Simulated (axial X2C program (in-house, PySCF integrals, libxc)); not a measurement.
**Curves of NPmO⁻ from open-shell CI on f(δφ)3 f(π)0**

Calculated with an axial X2C code built on PySCF integrals: two-component X2C with atomic mean-field Coulomb and Gaunt terms, basis N dyall-v3z, Pm dyall-v3z, O dyall-v3z (cores contracted in-house). Orbitals come from Hartree–Fock averaged over the configuration Pm f(δφ)3 f(π)0; CI then distributes these electrons over the f(δφ), f(π) shells of Pm.

Scan along the N–Pm bond with PmO moving as one mass, its bond held at 1.720 Å; masses N 14.003 u, Pm 144.913 u, O 15.995 u. Energies in cm⁻¹ from the lowest point; levels are followed by energy order within each Ω. Lowest level at 1.749 Å: 100% f(δφ)3.

```tsv
R (Å)	(1)Ω=5/2	(1)Ω=3/2	(1)Ω=7/2	(1)Ω=9/2	(1)Ω=1/2	(2)Ω=3/2	(2)Ω=5/2	(1)Ω=15/2	(2)Ω=7/2
1.627	2648	2772	3884	5899	10579	11087	12089	12894	12892
1.688	588	804	1836	3937	8447	8977	9987	10684	10781
1.749	0	312	1259	3452	7802	8355	9371	9932	10155
1.819	663	1086	1938	4239	8411	8995	10015	10398	10792
1.889	2365	2885	3657	6057	10055	10678	11700	11916	12474
1.968	5131	5759	6451	8971	12749	13436	14461	14455	15237
2.064	9176	9942	10561	13261	16670	17494	18530	18168	19328
```

Q: Fit the curves (1)Ω=5/2, (1)Ω=3/2, (1)Ω=7/2, (1)Ω=9/2, (1)Ω=1/2, (2)Ω=3/2, (2)Ω=5/2, (1)Ω=15/2, (2)Ω=7/2 near their minima.

A: From the open-shell CI curves, Te from the lowest:

```csv
level,Te (cm⁻¹),Re (Å),ωe (cm⁻¹)
(1)Ω=5/2,0,1.748,878.6
(1)Ω=3/2,308,1.743,888.3
(1)Ω=7/2,1259,1.748,880.5
(1)Ω=9/2,3447,1.742,890.8
(1)Ω=1/2,7803,1.751,875.0
(2)Ω=3/2,8356,1.750,879.6
(2)Ω=5/2,9372,1.749,879.1
(1)Ω=15/2,9919,1.758,859.8
(2)Ω=7/2,10156,1.750,879.4
```

Without dynamic correlation distances can be off by several hundredths of an Å (long for ionic bonds, short for multiple bonds) and the wavenumbers are rough.

The 9 lowest curves are shown; the next is (1)Ω=13/2, from 10278 cm⁻¹.

Dynamic correlation is missing, so gaps between terms are too wide and other configurations may lie lower; the lowest level listed is that of this model, not necessarily the ground state. At most 6 roots were kept for each Ω > 0 (twice that for Ω = 0) within 3.5 eV of the lowest, so higher up levels can be missing between those listed; levels with Ω > 0 are doubly degenerate and listed once, Ω = 0 levels singly. States that fill the shells left empty in the average are placed too high. For an anion, levels above electron detachment are held by the basis set. The molecule was held linear; bending was not examined.
